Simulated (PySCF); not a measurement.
GeH3Cl, SMILES [Cl][GeH3].

The structure is a stationary point at PBE0-D3(BJ)/def2-TZVP.

Vertical ionisation energy (IE) and electron affinity (EA) in eV. Rows of orbital energies are one-electron estimates. Where ΔSCF, EOM or ADC give a negative EA the extra electron is unbound and the value depends on the basis.

| level | IE | EA |
|---|---|---|
| −ε(HOMO), −ε(LUMO), PBE0/def2-TZVPD (PySCF) | … | … |
| −ε(HOMO), −ε(LUMO), HF/def2-TZVPD (PySCF) | 12.07 | -1.92 |
| ADC(2)/aug-cc-pVDZ (PySCF) | 10.93 | -0.63 |

Task: What belongs in the gaps? (Estimate from the structure and the level; the computed values follow.)

Result: 
- −ε(HOMO), −ε(LUMO), PBE0/def2-TZVPD (PySCF), IE: 8.81
- −ε(HOMO), −ε(LUMO), PBE0/def2-TZVPD (PySCF), EA: 0.57

Task: Beyond the first one, list the lowest photoelectron lines from ADC(2)/aug-cc-pVDZ (PySCF 2.14.0) with their pole strengths (two spins summed). (An estimate is asked for; the answer gives what the named calculation found.)

Result: 12.85 eV (1.81), 13.27 eV (1.84), 13.27 eV (1.84), 18.78 eV (1.78).
